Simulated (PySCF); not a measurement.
Q: Write Cartesian coordinates for [TcO4]3- (`[O]=[Tc-3](=[O])(=[O])=[O]`) [triplet] as optimised with PBE0-D3(BJ)/def2-SVP. (Charge -3 and triplet state.)

A: 
```
atom  x, y, z in Å
Tc1   -0.072    0.083    0.065
O2    -0.283   -0.231    1.777
O3     1.692    0.106   -0.221
O4    -0.725    1.437   -0.837
O5    -0.612   -1.394   -0.783
```

Orientation and origin are arbitrary. Atoms count from 1 in this order. The 4 O–Tc bonds span 1.753 Å (Tc1–O4) to 1.787 Å (Tc1–O3), a spread of 0.034 Å. Tc1 (technetium bonded to 4 O) has angles from 103.5° to 126.6°.

Bonds between heavy atoms (Å): Tc1–O2 1.753, Tc1–O3 1.787, Tc1–O4 1.753, Tc1–O5 1.787.

Theory: PBE0-D3(BJ)/def2-SVP geometry optimisation, gas phase, def2 core potentials past Kr in PySCF 2.14.0.

Point group: C2v (tolerance 0.08 Å). No PBE0-D3(BJ)/def2-SVP frequencies stand behind this structure, so it isn't proved a minimum. ⟨S²⟩ = 2.006 (exact for a triplet: 2.00). Whether so highly charged an anion holds all its electrons in the gas phase wasn't checked; a finite basis holds them in any case. No counter-ion or solvent screens the charge of this multiply charged ion.

Hardware: an x86-64 server with one thread, no GPU, on a shared host. Cost: 61 s wall. This is the geometry optimisation.

Caution for open-shell metal species: one SCF solution and one stationary point were followed, and a lower state or a bent or distorted shape isn't ruled out.
